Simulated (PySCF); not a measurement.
Compound: C7H4FNSe.
SMILES with atom numbers: `[N:1]#[C:2][c:3]1[cH:4][cH:5][c:6]([F:7])[c:8]([SeH:9])[cH:10]1` (hydrogens: H11 on C4; H12 on C5; H13 on Se9; H14 on C10)

Level of theory: PySCF, TDDFT CAM-B3LYP/def2-SVPD, vertical, gas phase, core orbitals frozen in the response. The structure is a single PBE0-D3(BJ)/def2-SVP conformer in the gas phase; no vibrational or solvent corrections. The CAM-B3LYP/def2-SVPD calculation is non-relativistic and has no spin–orbit coupling, an omission that weighs most on selenium. Torsions of this conformer, `[N:1]#[C:2][c:3]1[cH:4][cH:5][c:6]([F:7])[c:8]([SeH:9])[cH:10]1`: H–Se9–C8–C6 1°.

Frontier orbitals with the atoms that hold most of them (Löwdin shares over 4%, at most four atoms; ? is withheld):

| orbital | ε (eV) | atoms |
| --- | --- | --- |
| HOMO-3 | -11.25 | N1 38%, C2 29%, Se9 10%, C3 6% |
| HOMO-2 | -10.45 | Se9 20%, C4 19%, C8 17%, C5 16% |
| HOMO-1 | -9.24 | ? |
| HOMO | -8.12 | Se9 52%, C8 13%, C4 9%, C6 6% |
| LUMO | -0.73 | ? |
| LUMO+1 | -0.32 | C8 19%, C4 19%, C5 17%, C10 15% |
| LUMO+2 | 0.40 | Se9 65%, C8 11%, H13 6%, H14 4% |

(1) Which atoms hold the HOMO-1, and with what shares?

(2) Give the leading atoms of the LUMO.

(3) The HOMO–LUMO gap is 7.40 eV. Where does the response calculation put the lowest singlet, and from which orbitals?

Results:

(1) C3 (bonded to 3 C) 17%; C10 (bonded to 2 C and H) 16%; C5 (bonded to 2 C and H) 14%; N1 (bonded to C) 12%. By element: carbon 47% or more, nitrogen 12%.

(2) C3 (bonded to 3 C) 16%; C6 (bonded to 2 C and F) 16%; C10 (bonded to 2 C and H) 13%; N1 (bonded to C) 12%. By element: carbon 46% or more, nitrogen 12%.

(3) S1 is at 4.64 eV (f = 0.019), 2.76 eV below the gap, made of HOMO→LUMO (70%), HOMO→LUMO+1 (14%), HOMO-1→LUMO+1 (10%). 

Next come S2 at 4.85 eV (f 0.0002), HOMO→LUMO+2 (78%); S3 at 5.17 eV (f 0.172), HOMO→LUMO+1 (72%), HOMO→LUMO (17%); S4 at 5.63 eV (f 0.023), HOMO→LUMO+3 (86%); S5 at 5.86 eV (f 0.483), HOMO-1→LUMO (56%), HOMO-1→LUMO+1 (19%), HOMO→LUMO+1 (10%).

Cost: about 2.1 min of CPU time on one thread; the machine was shared, so the figure is rough.
